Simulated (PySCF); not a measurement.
# Electric field gradients and quadrupole coupling constants

Species: C₄H₇O₂P.
Numbering: `[CH2:1]=[CH:2][PH:3][C:4](=[O:5])[O:6][CH3:7]` (hydrogens: H8, H9 on C1; H10 on C2; H11 on P3; H12, H13, H14 on C7)

Geometry (GFN2-xTB, Å), atoms numbered from 1 in this order:
```
atom  x, y, z in Å
C1    -2.644    0.274   -0.856
C2    -1.674    0.572   -0.007
P3    -1.064   -0.542    1.290
C4     0.636   -0.775    0.604
O5     1.147   -1.835    0.371
O6     1.216    0.414    0.484
C7     2.566    0.435    0.030
H8    -3.122   -0.693   -0.859
H9    -3.003    0.987   -1.580
H10   -1.213    1.552    0.002
H11   -1.546   -1.731    0.744
H12    2.888    1.472    0.078
H13    3.188   -0.193    0.670
H14    2.622    0.063   -0.995
```

Field gradients from the PBE0/pcSseg-1 density (PySCF, non-relativistic), principal values in atomic units, ordered |Vxx| ≤ |Vyy| ≤ |Vzz|:

```csv
atom,Vxx,Vyy,Vzz
O5,0.6150,0.8979,-1.5129
O6,-0.5322,-1.1975,1.7296
```

**Question.** Find the asymmetry η = (Vxx − Vyy)/Vzz and the couplings χ = eQV/h (234.96 MHz × Q in barn × V in au), with Q(17O) = −0.0256 b.

**Answer.** 
| atom | environment | nucleus | η | χzz (MHz) | χxx (MHz) | χyy (MHz) |
| --- | --- | --- | --- | --- | --- | --- |
| O5 | carbonyl oxygen | 17O | 0.19 | 9.10 | -3.70 | -5.40 |
| O6 | oxygen singly bound to a carbonyl carbon | 17O | 0.38 | -10.40 | 3.20 | 7.20 |

**Question.** What is Vzz at O6 in SI units (1 au = 9.71736 × 10²¹ V/m²)?

**Answer.** 1.7296 au = 16.807 × 10²¹ V/m².

Were the hydrogens deuterons (Q(2H) = 0.00286 b), χzz would run from 132 kHz (H11) to 225 kHz (H9).

Isolated species at its GFN2-xTB geometry (one conformer only). GFN2-xTB bond lengths can be off by several hundredths of an ångström, more for odd bonds, and the gradients follow them. With a basis this small, the couplings can be 20 % off.

These values come from a run that also computed NMR shieldings. Rough CPU time on one thread of a shared machine: about 70 s (with the writing of density and orbital grids).
